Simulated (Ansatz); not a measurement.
Relaxation of CH5AlCl2F2 (11 atoms, charge 0, multiplicity 1), to a largest force component of 0.03 eV/Å in at most 50 steps.

The calculation used RKS r2SCANh-D4/def2-SVP (Ansatz 0.2.0).

```xyz
11
Properties=species:S:1:pos:R:3:forces:R:3
Al 0.596 -0.892 0.414 0.47 1.23 -0.59
Cl -1.678 1.734 0.982 0.61 0.11 -0.28
C -0.659 -1.945 -0.593 0.06 0.03 0.04
Cl 1.198 -1.230 2.387 0.01 0.00 -0.01
H 1.531 2.554 -0.517 0.46 -1.13 -0.12
F 1.454 0.391 -0.373 -0.66 -0.68 0.61
H -0.734 2.489 0.473 -0.21 -0.23 0.13
F 1.076 3.331 -0.382 -0.67 0.69 0.24
H -1.658 -1.493 -0.504 -0.03 0.01 -0.01
H -0.400 -1.962 -1.661 0.00 -0.01 -0.01
H -0.726 -2.978 -0.226 -0.01 -0.02 0.00
```

**Question.** Where does it end, and by what steps?

**Answer.** The run converged. The force dipped under the threshold on the way, but the program's further checks kept it going. After 33 steps the energy has fallen by 0.897 eV; H5 moved furthest, 1.03 Å. Parted: Cl2–H7 (1.31 → 1.89 Å), H5–F8 (0.91 → 1.32 Å). Joined: Al1–Cl2 (3.52 → 2.22 Å), H5–F6 (2.17 → 1.02 Å), H7–F8 (2.17 → 0.98 Å).

```
step  energy less start (eV)  largest force component (eV/Å)  accepted
   0                  0.0000                           1.234       yes
   2                 -0.4680                           0.327       yes
   4                 -0.7100                           0.577       yes
   6                 -0.7523                           0.168       yes
   8                 -0.7617                           0.124       yes
  10                 -0.7721                           0.229       yes
  12                 -0.8012                           0.430       yes
  14                 -0.8428                           0.343       yes
  16                 -0.7982                           0.943        no
  18                 -0.8864                           0.129       yes
  20                 -0.8890                           0.069       yes
  22                 -0.8786                           0.551        no
  24                 -0.8916                           0.193        no
  26                 -0.8942                           0.071       yes
  28                 -0.8947                           0.059       yes
  30                 -0.8963                           0.065       yes
  32                 -0.8970                           0.017       yes
  33                 -0.8972                           0.021       yes
```

```xyz
11
Properties=species:S:1:pos:R:3
Al -0.038 -0.346 0.526
Cl -1.361 1.434 0.631
C -0.691 -1.769 -0.596
Cl 0.890 -0.650 2.400
H 1.313 1.568 -0.314
F 1.314 0.553 -0.446
H 0.080 2.603 0.285
F 0.995 2.811 -0.008
H -1.590 -2.231 -0.158
H -0.968 -1.403 -1.597
H 0.055 -2.569 -0.723
```

The run took 3.2 min on 4 threads of Arm Neoverse N1 (shared host), peak memory 0.34 GiB.
